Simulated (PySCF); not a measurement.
**How the method changes the constants of IBr**

State: ¹Σ⁺ (singlet), closed shell. Set-up: I def2-SVP with ECP28, Br def2-SVP; scalar-relativistic core potentials (PySCF 2.14). De refers to I + Br in their high-spin ground configurations, without counterpoise correction. A positive dipole means I(−)Br(+).

| Level | Re (Å) | ωe (cm⁻¹) | De (eV) | μ (D) |
| --- | --- | --- | --- | --- |
| RHF | 2.493 | 284 | 0.56 | -1.04 |
| RHF-MP2 | 2.506 | 271 | 1.73 | n/a |
| RHF-SCS-MP2 | 2.519 | 264 | 1.64 | n/a |
| RHF-CCSD | 2.525 | 260 | 1.55 | n/a |
| RHF-CCSD(T) | 2.534 | 252 | 1.65 | n/a |
| PBE | 2.520 | 256 | 2.29 | -0.80 |
| BP86 | 2.527 | 253 | 2.24 | -0.80 |
| r²SCAN | 2.505 | 264 | 2.11 | -0.85 |
| PBE0 | 2.491 | 273 | 2.05 | -0.85 |
| B97-3 | 2.504 | 268 | 1.93 | -0.91 |
| CAM-B3LYP | 2.497 | 273 | 1.84 | -0.88 |
| B2PLYP | 2.516 | 263 | 1.84 | -0.94 |

Which functional lies closest to RHF-CCSD(T) in De, which farthest, and by how much do they differ from it?

Closest is CAM-B3LYP (-3.7 pm in Re, +8.3 % in ωe, +0.19 eV in De against RHF-CCSD(T) in the same basis), farthest PBE (-1.4 pm in Re, +1.6 % in ωe, +0.64 eV in De). CCSD(T) converges more slowly with the basis than the functionals do and binds too weakly in this one, so the order can change at the basis-set limit.

What does a quarter of exact exchange do here, going from PBE to PBE0?

PBE0 less PBE: -2.9 pm in Re, +6.6 % in ωe, -0.24 eV in De. Exact exchange removes part of the self-interaction that spreads semilocal densities, and in most molecules shortens and stiffens the bond and lowers De; so it does here.

What does the step from GGA to meta-GGA do here, going from PBE to r²SCAN?

r²SCAN less PBE: -1.5 pm in Re, +3.1 % in ωe, -0.18 eV in De. 

Correlated steps freeze 13 core orbitals. Correlated levels converge slowly with the basis: in double zeta they bind strong bonds too weakly, by up to about 1 eV, and carry superposition errors of some tenths. These are scalar-relativistic numbers at best; spin–orbit coupling would shift them, the dissociation energy most. Where the molecule has an RHF reference, its open-shell atoms are computed with UHF. B2PLYP dipoles, levels and charges come from its SCF part alone.
